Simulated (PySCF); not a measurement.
# Molecular orbitals of KO⁻

CAM-B3LYP at R = 2.481 Å; K aug-cc-pVDZ-X2C, O aug-cc-pVDZ-DK; spin-free X2C with a Gaussian nucleus (PySCF 2.14). State: ³Π (triplet), unpaired electrons σ ↑, π ↑. Only the outer orbitals are listed, counted within each symmetry.

| spin | orbital | occ. | ε (eV) | on K (%) | main shells (%) |
| --- | --- | --- | --- | --- | --- |
| α | 6σ | 1 | -20.31 | 7 | 93 O s |
| α | 2π | 1 | -18.26 | 100 | 100 K p |
| α | 2π | 1 | -18.23 | 100 | 100 K p |
| α | 7σ | 1 | -17.83 | 93 | 93 K p |
| α | 3π | 1 | -5.35 | 1 | 99 O p |
| α | 8σ | 1 | -3.68 | 4 | 96 O p |
| α | 3π | 1 | -3.54 | 2 | 98 O p |
| α | 9σ | 1 | -0.08 | 99 | 72 K s, 27 K p |
| α | 4π | 0 | 1.73 | 100 | 86 K p, 14 K d |
| α | 4π | 0 | 1.74 | 100 | 85 K p, 15 K d |
| α | 10σ | 0 | 1.86 | 101 | 56 K p, 38 K d |
| β | 6σ | 1 | -18.59 | 50 | 50 K p, 50 O s |
| β | 2π | 1 | -18.24 | 100 | 100 K p |
| β | 2π | 1 | -18.22 | 100 | 100 K p |
| β | 7σ | 1 | -17.33 | 51 | 50 K p, 49 O s |
| β | 8σ | 1 | -2.87 | 5 | 95 O p |
| β | 3π | 1 | -2.75 | 3 | 97 O p |
| β | 4π | 0 | 1.72 | 100 | 84 K p, 16 K d |
| β | 3π | 0 | 1.72 | 100 | 85 K p, 15 K d |
| β | 9σ | 0 | 1.74 | 99 | 64 K p, 29 K s |

Q: Which are the highest filled and the lowest empty level, where do they sit, and how wide is the gap?

A: Highest filled α 9σ at -0.08 eV (in %: 72 K s, 27 K p); lowest empty β 4π at 1.72 eV (in %: 84 K p, 16 K d); the gap at CAM-B3LYP is 1.80 eV. An empty level above zero is unbound, and its energy depends on the basis.

The bond order (Mayer) is 0.28, the ⟨S²⟩ is 2.006 and the charge on K (Mulliken, basis-dependent) is -0.15. The charge on K (Löwdin, basis-dependent) is -0.01 and the dipole moment (positive dipole points towards O; it is taken about the centre of mass and depends on that origin) is 3.08 D.

Shares are Mulliken populations and can fall outside 0 to 100 %.

The state is the lowest determinant that a PBE0 search found; another state may lie lower at other levels.
